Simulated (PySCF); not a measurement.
Choosing a molecule for a target property.

Each SMILES stands for a single optimised conformer of the isolated species, non-relativistic unless stated. Electronic properties by PySCF.

Dipoles, sizes and rotational constants follow the conformer. The torsions of the flexible species, by atom-mapped SMILES:
- `[CH3:1]/[CH:2]=[C:3](/[CH2:4][CH3:5])[CH2:6][SiH3:7]`: C2–C3–C4–C5 -99°, C2–C3–C6–Si7 -88°
- `[CH3:1][C:2]([CH3:3])([CH3:4])[C:5](=[O:6])[CH2:7][SiH2:8][OH:9]`: C1–C2–C5–O6 124°, C2–C5–C7–Si8 114°, C5–C7–Si8–O9 43°, H–O9–Si8–C7 -11°
- `[CH2:1]=[CH:2][SiH2:3][C@@H:4]([CH3:5])[CH2:6][CH3:7]`: C1–C2–Si3–C4 138°, C2–Si3–C4–C5 -169°, Si3–C4–C6–C7 -59°
- `[CH3:1][O:2][C@@H:3]1[CH2:4][C@@H:5]([C@@H:6]([CH3:7])[OH:8])[SiH2:9]1`: C1–O2–C3–C4 178°, C4–C5–C6–C7 180°, H–O8–C6–C5 -59°
- `[CH2:1]=[C:2]([CH3:3])[Si:4]([CH3:5])([CH3:6])[CH3:7]`: C1–C2–Si4–C5 142°
- `[N:1]#[C:2][SiH2:3][Si@H:4]([Cl:5])[N:6]([SiH3:7])[SiH3:8]`: C2–Si3–Si4–Cl5 -165°, Si3–Si4–N6–Si7 -84°

Task: Wanted: HOMO–LUMO gap above 7.2 eV (PBE0/pcSseg-1) and smallest rotational constant above 0.7 GHz (GFN2-xTB), at GFN2-xTB geometries. Which candidate meets both?
A. `CO[C@@H]1C[C@@H]([C@@H](C)O)[SiH2]1`
B. `CC(C)(C)C(=O)C[SiH2]O`
C. `C=C[SiH2][C@@H](C)CC`
D. `C/C=C(/CC)C[SiH3]`

Result: C. Computed values:
| species | HOMO–LUMO gap | smallest rotational constant |
| --- | --- | --- |
| CC(C)(C)C(=O)C[SiH2]O | 6.61 eV | 0.789 GHz |
| CO[C@@H]1C[C@@H]([C@@H](C)O)[SiH2]1 | 6.76 eV | 0.617 GHz |
| C/C=C(/CC)C[SiH3] | 7.05 eV | 1.018 GHz |
| C=C[SiH2][C@@H](C)CC | 7.42 eV | 1.085 GHz |

Task: Wanted: dipole moment above 3 D (PBE0/pcSseg-1) and HOMO energy below -7.3 eV (PBE0/pcSseg-1), at GFN2-xTB geometries. Which candidate meets both?
A. `CC(C)(C)C(=O)C[SiH2]O`
B. `C=C(C)[Si](C)(C)C`
C. `C/C=C(/CC)C[SiH3]`
D. `CO[C@@H]1C[C@@H]([C@@H](C)O)[SiH2]1`
E. `N#C[SiH2][Si@H](Cl)N([SiH3])[SiH3]`

Result: A. Computed values:
| species | dipole moment | HOMO energy |
| --- | --- | --- |
| C=C(C)[Si](C)(C)C | 0.30 D | -7.27 eV |
| C/C=C(/CC)C[SiH3] | 0.48 D | -6.49 eV |
| CO[C@@H]1C[C@@H]([C@@H](C)O)[SiH2]1 | 1.62 D | -6.68 eV |
| N#C[SiH2][Si@H](Cl)N([SiH3])[SiH3] | 2.78 D | -7.79 eV |
| CC(C)(C)C(=O)C[SiH2]O | 3.48 D | -7.40 eV |
